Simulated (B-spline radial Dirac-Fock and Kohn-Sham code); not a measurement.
In the model described below, an L1 (2s) vacancy in erbium as Er⁵⁺ in the configuration [Kr] 4d10 4f10 5s2 5p5, lives for 0.13 fs, which corresponds to a natural width of 5.02 eV. Out of 1000 such holes, about 108 decay by emitting a photon, 532 by a Coster-Kronig transition that moves the hole within the L shell, and the rest by ordinary Auger emission. The strongest X-ray line is Lβ3 (L1-M3) at 7941.2 eV, with 43 % of the radiative rate. The strongest electron group is L1-L3N5 near 1113 eV, with 9 % of the non-radiative rate. The Coster-Kronig yields by final subshell (the deeper hole where both stay in the shell) are L2 0.178, L3 0.354. Independent-particle models tend to overestimate Coster-Kronig rates.

The run's input, task.json:

```json
{"items": [{
  "Z": 68,
  "q": 5,
  "cfg": [[1, 0, 2], [2, 0, 2], [2, 1, 6], [3, 0, 2], [3, 1, 6], [3, 2, 10], [4, 0, 2], [4, 1, 6], [4, 2, 10], [4, 3, 10], [5, 0, 2], [5, 1, 5]],
  "A": 166,
  "rrms": 5.2516,
  "do": ["binding", "quiet", "decay"],
  "holes": ["K", "L1", "L2", "L3", "M1", "M2", "M3", "M4", "M5", "N1", "N2", "N3", "N4", "N5"]
}]}
```

Launch: `python xray_run.py task.json out`

Method: a relativistic independent-particle model: LDA orbitals of the hole state, radiative multipoles to third order, Auger rates from the Coulomb interaction with a continuum orbital, Dirac-Fock energies. Computed with a radial B-spline solver.
